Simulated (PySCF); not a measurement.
BeCl₂, triplet, at a GFN2-xTB geometry (such geometries of metal compounds can be far from the true shape) (a higher spin typed on purpose: for a closed-shell molecule this is an excited state), atoms displaced at random by about 0.03 Å a coordinate; HF/6-31G, gradient by finite differences in PySCF.

Input for PySCF:
```python
from pyscf import gto, scf

mol = gto.M(
    atom='''
Be    0.858837   -0.729682    0.729719
Cl    0.823353    0.299513   -0.983823
Cl   -1.048887   -0.129152    0.787347
''',
    basis='6-31g',
    charge=0,
    spin=2,
    verbose=4,
)

mf = scf.UHF(mol)
mf.conv_tol = 1e-11
mf.kernel()
scan, done = mf.as_scanner(), []
scan.scf_summary = {}
def energy(d):
    c = mol.atom_coords()
    c[2, 1] += d
    e = scan(mol.set_geom_(c, unit='Bohr', inplace=False))
    done.append(scan.converged)
    return e
h = 0.01
fd = (energy(h) - energy(-h)) / (2 * h)
print('dE/dx =', fd)
```

What the program printed (banner, timings and long lists left out):

```
PySCF version 2.14.0

[INPUT] verbose = 4
[INPUT] num. atoms = 3
[INPUT] num. electrons = 38
[INPUT] charge = 0
[INPUT] spin (= nelec alpha-beta = 2S) = 2
[INPUT] symmetry False subgroup None
[INPUT] Mole.unit = angstrom
[INPUT] Symbol           X                Y                Z      unit          X                Y                Z       unit  Magmom
[...]
nuclear repulsion = 94.5185319591873
number of shells = 19
number of NR pGTOs = 114
number of NR cGTOs = 35
basis = 6-31g
ecp = {}

******** <class 'pyscf.scf.uhf.UHF'> ********
method = UHF
initial guess = minao
damping factor = 0
level_shift factor = 0
DIIS = <class 'pyscf.scf.diis.CDIIS'>
diis_start_cycle = 1
diis_space = 8
diis_damp = 0
SCF conv_tol = 1e-11
SCF conv_tol_grad = None
SCF max_cycles = 50
direct_scf = True
direct_scf_tol = 1e-13
number electrons alpha = 20  beta = 18
Set gradient conv threshold to 3.16228e-06
init E= -933.794333073953

cycle= 1 E= -933.504936843544  delta_E= 0.289  |g|= 0.155  |ddm|=  1.5
cycle= 2 E= -933.540514308205  delta_E= -0.0356  |g|= 0.0503  |ddm|= 0.548
cycle= 3 E= -933.545918565905  delta_E= -0.0054  |g|= 0.0166  |ddm|= 0.25
cycle= 4 E= -933.546624366226  delta_E= -0.000706  |g|= 0.00489  |ddm|= 0.114
cycle= 5 E= -933.546683584884  delta_E= -5.92e-05  |g|= 0.00211  |ddm|= 0.0278
cycle= 6 E= -933.546700563059  delta_E= -1.7e-05  |g|= 0.00107  |ddm|= 0.0119
cycle= 7 E= -933.546708122964  delta_E= -7.56e-06  |g|= 0.000563  |ddm|= 0.0066
cycle= 8 E= -933.546710940298  delta_E= -2.82e-06  |g|= 0.000202  |ddm|= 0.00549
cycle= 9 E= -933.546711182501  delta_E= -2.42e-07  |g|= 8.32e-05  |ddm|= 0.0015
cycle= 10 E= -933.546711216452  delta_E= -3.4e-08  |g|= 3e-05  |ddm|= 0.000628
cycle= 11 E= -933.546711219759  delta_E= -3.31e-09  |g|= 1.99e-05  |ddm|= 0.000127
cycle= 12 E= -933.546711222063  delta_E= -2.3e-09  |g|= 1.67e-05  |ddm|= 9.85e-05
cycle= 13 E= -933.546711225842  delta_E= -3.78e-09  |g|= 1.08e-05  |ddm|= 0.000215
cycle= 14 E= -933.54671122816  delta_E= -2.32e-09  |g|= 3.25e-06  |ddm|= 0.000272
cycle= 15 E= -933.546711228313  delta_E= -1.53e-10  |g|= 6.19e-07  |ddm|= 8.03e-05
cycle= 16 E= -933.546711228315  delta_E= -1.36e-12  |g|= 1.88e-07  |ddm|= 8.28e-06
Extra cycle  E= -933.546711228315  delta_E= -2.27e-13  |g|= 1.16e-07  |ddm|= 4.51e-07
converged SCF energy = -933.546711228315  <S^2> = 2.0116418  2S+1 = 3.0077512
Create scanner for <class 'pyscf.scf.uhf.UHF'>

WARN: Mole.unit (angstrom) is changed to Bohr

New geometry
[...]
Extra cycle  E= -933.546723163388  delta_E= -1.36e-12  |g|= 3.88e-07  |ddm|= 1.43e-06
converged SCF energy = -933.546723163388  <S^2> = 2.0116345  2S+1 = 3.0077463

WARN: Mole.unit (angstrom) is changed to Bohr

New geometry
   1 Be     0.858837000000  -0.729682000000   0.729719000000 AA    1.622966715643  -1.378899138025   1.378969057891 Bohr
   2 Cl     0.823353000000   0.299513000000  -0.983823000000 AA    1.555911673839   0.565997540747  -1.859156025048 Bohr
   3 Cl    -1.048887000000  -0.134443772109   0.787347000000 AA   -1.982109165617  -0.254061908440   1.487870194998 Bohr

******** <class 'pyscf.scf.hf.UHF_Scanner'> ********
method = UHF_Scanner
initial guess = minao
damping factor = 0
level_shift factor = 0
DIIS = <class 'pyscf.scf.diis.CDIIS'>
diis_start_cycle = 1
diis_space = 8
diis_damp = 0
SCF conv_tol = 1e-11
SCF conv_tol_grad = None
SCF max_cycles = 50
direct_scf = True
direct_scf_tol = 1e-13
number electrons alpha = 20  beta = 18
Set gradient conv threshold to 3.16228e-06
init E= -933.547447890204
cycle= 1 E= -933.546696935896  delta_E= 0.000751  |g|= 0.000677  |ddm|= 0.00454
cycle= 2 E= -933.546697932739  delta_E= -9.97e-07  |g|= 0.000388  |ddm|= 0.00155
cycle= 3 E= -933.546698384611  delta_E= -4.52e-07  |g|= 0.000249  |ddm|= 0.00103
cycle= 4 E= -933.546698741272  delta_E= -3.57e-07  |g|= 0.000163  |ddm|= 0.00123
cycle= 5 E= -933.546698913157  delta_E= -1.72e-07  |g|= 9.48e-05  |ddm|= 0.00105
cycle= 6 E= -933.546698982696  delta_E= -6.95e-08  |g|= 7.89e-05  |ddm|= 0.000658
cycle= 7 E= -933.546699039907  delta_E= -5.72e-08  |g|= 5.83e-05  |ddm|= 0.000659
cycle= 8 E= -933.546699101568  delta_E= -6.17e-08  |g|= 2.88e-05  |ddm|= 0.00118
cycle= 9 E= -933.546699113594  delta_E= -1.2e-08  |g|= 1.38e-05  |ddm|= 0.000547
cycle= 10 E= -933.54669911581  delta_E= -2.22e-09  |g|= 4.81e-06  |ddm|= 0.000235
cycle= 11 E= -933.546699115994  delta_E= -1.84e-10  |g|= 2.56e-06  |ddm|= 5.08e-05
cycle= 12 E= -933.546699116044  delta_E= -5.02e-11  |g|= 1.61e-06  |ddm|= 2.6e-05
cycle= 13 E= -933.546699116068  delta_E= -2.34e-11  |g|= 9.97e-07  |ddm|= 1.64e-05
cycle= 14 E= -933.54669911608  delta_E= -1.18e-11  |g|= 4.29e-07  |ddm|= 1.65e-05
cycle= 15 E= -933.546699116082  delta_E= -2.27e-12  |g|= 2.54e-07  |ddm|= 4.95e-06
Extra cycle  E= -933.546699116081  delta_E= 6.82e-13  |g|= 2.04e-07  |ddm|= 7.13e-07
converged SCF energy = -933.546699116081  <S^2> = 2.0116489  2S+1 = 3.0077559
dE/dx = -0.0012023653368942178
```
